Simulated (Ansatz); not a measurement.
The cluster Na3Pb, relaxed as a doublet with UKS PBE-D4/def2-TZVP in Ansatz, starting from the GFN1-xTB geometry. Force threshold 0.02 eV/Å.

In the def2 sets Pb takes a core potential; there is no spin–orbit coupling. The relaxation made no stability test and no search for a lower SCF solution. The structure comes from a short search, and lower isomers may exist.

Start:

```tsv
atom	x (Å)	y (Å)	z (Å)
Na1	2.406	0.884	0.120
Na2	-2.370	-0.968	-0.116
Na3	0.245	-0.467	-1.435
Pb4	-0.280	0.552	1.430
```

**Question.** Estimate the energy that the relaxation releases and the steps that it takes.

**Answer.** 4.7 kcal/mol, in 11 steps; 7.5 s on 4 threads of AMD EPYC 9R45 on a shared host. The force fell under the threshold at step 5, but the optimiser went on and released 0.020 eV more. No frequencies were taken in this run, so the end may be a saddle point.

**Question.** Does the start keep its bonding and symmetry?

**Answer.** By distances, no bond broke or formed. The bond that changes most is Na2–Na3, from 2.97 to 3.49 Å (atoms count from 1). The end is the same structure that another start reached, the lowest one found. Point group Cs at the start, Cs at the end, both within 0.05 Å.

**Question.** Predict the relaxed structure.

**Answer.** 
| atom | x (Å) | y (Å) | z (Å) |
| --- | --- | --- | --- |
| Na1 | 2.544 | 0.508 | 0.582 |
| Na2 | -2.261 | -1.354 | 0.350 |
| Na3 | 0.162 | -0.185 | -1.874 |
| Pb4 | -0.445 | 1.031 | 0.942 |
Bond lengths (bridged metal pairs left out): 3 × Na–Pb 3.06 to 3.13 Å; 2 × Na–Na 3.49 Å.
